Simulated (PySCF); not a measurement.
HCl2GaS (SMILES [SH][Ga]([Cl])[Cl]), singlet, at a GFN2-xTB geometry (such geometries of metal compounds can be far from the true shape). Base run: DF-CAMB3LYP/def2-SV(P) (PySCF).

The PySCF input:
```python
from pyscf import gto, scf, dft

mol = gto.M(
    atom='''
Ga    0.039434   -0.016497    0.010711
Cl    2.025953   -0.653465   -0.070567
Cl   -1.069759   -0.201212    1.784447
S    -0.961369    0.874962   -1.773244
H    -2.095846    1.041523   -1.096079
''',
    basis='def2-sv(p)',
    charge=0,
    spin=0,
    verbose=4,
    max_memory=1800,
)

mf = dft.RKS(mol)
mf.xc = 'camb3lyp'
mf = mf.density_fit(auxbasis='def2-universal-jkfit')
mf.kernel()
```

All variants below ran on the same shared machine, one core each. Differences are taken from the largest basis of the def2 family in the series, which isn't the basis-set limit (def2-QZVPP: -9.513 eV). The cheapest run took roughly 9 core-seconds.

| setting | basis functions | cost, times the cheapest (rough) | difference in HOMO energy (eV) |
|---|---|---|---|
| def2-SV(P) | 88 | 1 | 0.245 |
| def2-SVP | 91 | 1 | 0.248 |
| def2-TZVPP | 188 | 2 | 0.039 |
| def2-TZVP | 165 | 3 | 0.041 |
| def2-QZVP | 315 | 5 | 0.002 |
| def2-QZVPP | 329 | 6 | reference |

Times come from a shared machine, hold the start-up and are rough.
